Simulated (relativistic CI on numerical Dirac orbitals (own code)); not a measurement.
Spin-allowed bands of a d3 ion in a tetrahedral site, by hand

Problem. Take Δ = 7700 cm⁻¹ and B = 870 cm⁻¹ for a d3 ion in a tetrahedral site. Calculate the three spin-allowed bands.

Working.
1. The terms of highest spin are 4F (energy 0) and 4P (15B = 13050 cm⁻¹). Here the F term splits into A2 at +1.2Δ = 9240, T2 at +0.2Δ = 1540 and T1 at −0.6Δ = -4620 cm⁻¹.
2. The two T1 states mix through the element 0.4Δ: H = [[-4620, 3080], [3080, 13050]], with roots ½(H₁₁ + H₂₂) ∓ ½√[(H₂₂ − H₁₁)² + 4H₁₂²] = ½(8430) ∓ ½(18713) = -5141 and 13571 cm⁻¹.
3. The ground term is 4T1 at -5141 cm⁻¹.
4. Bands: 4T2 6681 cm⁻¹ (1497 nm), 4A2 14381 cm⁻¹ (695 nm), 4T1(P) 18713 cm⁻¹ (534 nm).

Check. Exact diagonalisation of the whole d3 shell with these parameters gives 4T2 6681, 4A2 14381, 4T1 18713 cm⁻¹. The match is exact, since without spin-orbit coupling no other term has this spin. The ratio of the second band to the first, 2.152, depends on Δ/B = 8.9 alone, which is how a Tanabe-Sugano diagram is read.
